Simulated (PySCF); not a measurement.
Compound: C6H8F3P.
Numbering: `[CH3:1][C:2]1=[CH:3][CH2:4][CH2:5][P:6]1[C:7]([F:8])([F:9])[F:10]` (hydrogens: H11, H12, H13 on C1; H14 on C3; H15, H16 on C4; H17, H18 on C5)

Geometry (PBE0-D3(BJ)/def2-SVP, Å), atoms numbered from 1 in this order:
```xyz
18
C6H8F3P angstrom
C      1.8397   -1.5423   -0.3081
C      0.9024   -0.3813   -0.2905
C      1.1354    0.8359    0.2243
C      0.0266    1.8428    0.1959
C     -1.0639    1.3172   -0.7489
P     -0.7823   -0.5028   -1.0217
C     -1.6643   -1.1592    0.5213
F     -1.4395   -0.4528    1.6363
F     -2.9885   -1.1660    0.3297
F     -1.2785   -2.4171    0.7709
H      2.0351   -1.8808   -1.3386
H      2.8004   -1.2893    0.1637
H      1.4064   -2.4008    0.2301
H      2.0945    1.0868    0.6930
H      0.3881    2.8337   -0.1266
H     -0.3632    1.9806    1.2200
H     -2.0884    1.5028   -0.3934
H     -0.9831    1.7880   -1.7409
```

All values: PBE0/pcSseg-1 (PySCF, non-relativistic), on one gas-phase PBE0-D3(BJ)/def2-SVP geometry that isn't relaxed in the solvent. The solvent is an IEF-PCM continuum (cavity from Bondi-type radii × 1.2). Specific hydrogen bonds and non-electrostatic terms are outside this model.

Gas phase at PBE0/pcSseg-1: HOMO -6.97 eV, LUMO -0.37 eV, dipole 2.67 D.

Task: What does the continuum do to the energy, the frontier levels and the dipole at PBE0/pcSseg-1 in chloroform and methanol?

Result: 
```tsv
solvent	ε	E(solvent) − E(gas) (kcal/mol)	polarisation term (kcal/mol)	distortion of the solute (kcal/mol)	HOMO (eV)	LUMO (eV)	dipole (D)
chloroform	4.711	-2.46	-2.69	0.23	-6.89	-0.25	3.21
methanol	32.61	-3.36	-3.81	0.45	-6.88	-0.23	3.42
```

The first energy column is the sum of the next two and covers electrostatics alone. From chloroform to methanol the lowering changes by a factor 1.37, Onsager's factor (ε − 1)/(2ε + 1) by 1.34 and ε itself by 6.9.

Task: Which radius a makes the point-dipole formula ΔE = −[(ε − 1)/(2ε + 1)]·μ²/a³ give the value in methanol, with the gas-phase dipole?

Result: μ = 1.051 au and |ΔE| = 0.00536 Eh give a = 2.44 Å; the farthest nucleus lies 3.22 Å from the centroid of the nuclei, so such a sphere wouldn't even hold the nuclei. The formula assumes a rigid point dipole at the centre of a sphere.

Task: Give the dipole vector in the frame of the coordinates (D, pointing from negative to positive charge), gas and methanol.

Result: Gas (1.76, 1.98, -0.34), solvent (2.14, 2.65, -0.34). Its length changes by +28 % and its direction by 3°.

Task: Which ESP-fitted charges (PBE0/pcSseg-1) respond most in chloroform (means over atoms taken as equivalent)?

Result: 
```csv
atoms,environment,gas (e),solvent (e),change
C1,allylic carbon,-0.851,-0.882,-0.031
P6,phosphine phosphorus,-0.284,-0.316,-0.032
C2,fully substituted alkene carbon,+0.390,+0.411,+0.021
C7,CF3 carbon,+0.541,+0.526,-0.015
C5,sp3 carbon bound to phosphorus,-0.050,-0.038,+0.012
H14,vinylic hydrogen,+0.129,+0.141,+0.012
C3,alkene CH carbon,-0.206,-0.216,-0.010
H11/H12/H13,methyl hydrogen,+0.231,+0.240,+0.009
```
